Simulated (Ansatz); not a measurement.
`FB[AsH2]` + `N[SiH3]` → `[SiH3]N[AsH2]` + `BF` at 400 K and 1 bar (cleavage of the As–B bond).

Gas-phase electronic energies from Ansatz, PBE0-D4/def2-TZVP geometries. CCSD(T)/CBS is the MP2 limit (def2-TZVPP, def2-QZVPP) plus CCSD(T) − MP2 in def2-TZVPP, frozen cores. This one scheme is used for every species. For As outer-core shells are correlated without core-valence functions, which leaves a few kJ/mol of doubt a bond. Scalar relativity is left out up to krypton.

| species | CCSD(T)/CBS energy (Eh) | H − E (kJ/mol) | S (J/(mol·K)) |
| --- | --- | --- | --- |
| `FB[AsH2]` | -2361.43380 | 102.7 | 314.9 |
| `N[SiH3]` | -346.80422 | 153.0 | 285.3 |
| `[SiH3]N[AsH2]` | -2582.40077 | 177.9 | 361.1 |
| `BF` | -125.82039 | 73.4 | 234.2 |

H − E and S are ideal-gas, rigid-rotor, harmonic terms from PBE0-D4/def2-TZVP, for one conformer and one mirror image of each species. 1 Eh = 2625.50 kJ/mol, R = 8.31446 J/(mol·K).

Question: By hand: ΔE, ΔH, ΔS and ΔG.

Answer: ΔE = (-2582.40077) + (-125.82039) − (-2361.43380) − (-346.80422) = 0.01686 Eh = 44.3 kJ/mol. Δ(H − E) = 177.9 + 73.4 − 102.7 − 153.0 = -4.4, so ΔH = 39.9 kJ/mol. ΔS = 361.1 + 234.2 − 314.9 − 285.3 = -4.9 J/(mol·K). ΔG = 39.9 − 400 × (-4.9)/1000 = 41.9 kJ/mol.

Question: By hand: the equilibrium constant, and the temperature at which ΔG would vanish if ΔH and ΔS stayed fixed.

Answer: log₁₀ K = −ΔG/(RT ln 10) = -5.5. ΔH and −TΔS have one sign here, so there is no such temperature. One of them is within its doubt of zero, so this could turn.

The number of gas molecules stays the same, so ΔS is small and ΔH decides. A doubt of 5 kJ/mol in ΔE shifts log₁₀ K by 0.7 here. Other conformers and mirror images would add mixing entropy, several J/(mol·K) or more a flexible species. These are equilibria of isolated gas molecules and say nothing of rates. Largest T1 diagnostic: 0.013 (customary marks: 0.02 for closed shells, 0.045 for open ones).
